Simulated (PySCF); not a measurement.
Job file and geometry (Å, from GFN2-xTB) of an NMR shielding run on SMILES C(CC#C)O[Si]1(F)C[SiH2]C1, C$_{6}$H$_{11}$FOSi$_{2}$, GIAO PBE0/pcSseg-1 NMR shielding, non-relativistic, gas phase in PySCF; density fitting, a coarse starting grid and PySCF grid level 2 are the driver's defaults:

```
$ OMP_NUM_THREADS=1 python probes_run.py task.json out

{"job": {"kind": "nmr", "xc": "PBE0", "basis": "pcSseg-1"}, "charge": 0, "multiplicity": 1}
C      4.862270     1.415520    -0.041499
C      3.924615     0.672861    -0.018428
C      2.778835    -0.210889     0.014685
C      1.480573     0.560156    -0.227854
O      0.400355    -0.332860    -0.131873
Si    -1.131954    -0.106808    -0.575031
F     -1.118265     0.524521    -2.073604
C     -2.154637    -1.690258    -0.397502
Si    -3.449186    -0.760111     0.666468
C     -2.376510     0.827700     0.517280
H      5.692507     2.055974    -0.062666
H      2.886037    -0.982775    -0.751812
H      2.723570    -0.702378     0.989801
H      1.492086     1.026404    -1.218660
H      1.365240     1.351729     0.521524
H     -2.536113    -2.078030    -1.336498
H     -1.654434    -2.511756     0.103943
H     -4.761674    -0.639332     0.032809
H     -3.568910    -1.263022     2.036220
H     -2.873238     1.663799     0.033588
H     -1.990086     1.196499     1.463400
```

Problem. Write the output of this run.

Solution. 
```
coarse grid: 18760 points
cycle   1  E = -988.3467745053  dE =  1.238e+00  |g| = 9.150e-01  |ddm| = 4.357e+00
cycle   2  E = -988.2433561816  dE =  1.034e-01  |g| = 1.210e+00  |ddm| = 1.865e+00
cycle   3  E = -988.5050577006  dE = -2.617e-01  |g| = 1.307e-01  |ddm| = 1.138e+00
cycle   4  E = -988.5080407279  dE = -2.983e-03  |g| = 4.929e-02  |ddm| = 1.481e-01
cycle   5  E = -988.5084977514  dE = -4.570e-04  |g| = 2.041e-02  |ddm| = 4.820e-02
cycle   6  E = -988.5085827771  dE = -8.503e-05  |g| = 7.197e-03  |ddm| = 1.774e-02
cycle   7  E = -988.5085950974  dE = -1.232e-05  |g| = 1.793e-03  |ddm| = 6.201e-03
cycle   8  E = -988.5085957875  dE = -6.901e-07  |g| = 3.257e-04  |ddm| = 1.578e-03
final grid: 173008 points
cycle   9  E = -988.5846341375  dE = -3.728e-05  |g| = 1.103e-02  |ddm| = 3.736e-02
cycle  10  E = -988.5846094087  dE =  2.473e-05  |g| = 1.583e-02  |ddm| = 2.066e-02
cycle  11  E = -988.5846591701  dE = -4.976e-05  |g| = 1.835e-03  |ddm| = 1.297e-02
cycle  12  E = -988.5846598467  dE = -6.765e-07  |g| = 4.569e-04  |ddm| = 1.660e-03
cycle  13  E = -988.5846598833  dE = -3.666e-08  |g| = 2.465e-04  |ddm| = 4.613e-04
cycle  14  E = -988.5846598977  dE = -1.436e-08  |g| = 4.735e-05  |ddm| = 1.988e-04
cycle  15  E = -988.5846598981  dE = -4.738e-10  |g| = 1.448e-05  |ddm| = 4.897e-05
converged SCF energy = -988.5846598981

GIAO shielding tensors (ppm)
atom      isotropic    diamagn.    paramagn.     s11        s22        s33       span
  0 C      110.170     255.551    -145.381     34.854     38.613    257.045    222.191
  1 C      102.719     260.252    -157.534      5.707      6.253    296.196    290.489
  2 C      162.410     246.456     -84.046    141.692    163.301    182.236     40.544
  3 C      122.083     242.872    -120.789     92.158    108.411    165.680     73.522
  4 O      257.061     402.300    -145.239    202.723    252.110    316.350    113.627
  5 Si     360.562     881.260    -520.698    317.797    372.814    391.075     73.279
  6 F      316.507     471.831    -155.324    277.372    300.203    371.947     94.575
  7 C      177.148     262.646     -85.498    140.311    184.841    206.293     65.982
  8 Si     413.313     880.596    -467.283    376.500    423.800    439.640     63.139
  9 C      177.019     262.585     -85.567    141.123    183.964    205.968     64.845
 10 H       30.329      33.324      -2.995     24.958     25.078     40.952     15.994
 11 H       28.973      27.567       1.406     24.044     29.495     33.380      9.336
 12 H       28.988      28.523       0.465     23.794     29.583     33.587      9.793
 13 H       27.392      30.628      -3.236     21.495     28.639     32.042     10.547
 14 H       27.604      31.320      -3.717     22.085     28.485     32.240     10.155
 15 H       30.750      30.558       0.192     26.073     28.142     38.035     11.963
 16 H       30.779      33.799      -3.020     26.033     28.736     37.569     11.536
 17 H       27.435      28.292      -0.857     24.368     24.587     33.349      8.982
 18 H       27.437      28.831      -1.394     24.532     24.667     33.111      8.579
 19 H       30.670      31.216      -0.546     25.937     28.165     37.908     11.970
 20 H       30.722      34.366      -3.644     25.954     28.765     37.447     11.493
```

Size and cost of the density-fitted run: 239 basis functions, 2.5 min wall time on 1 thread of an Intel Xeon, shared host; peak memory 1.1 GiB.
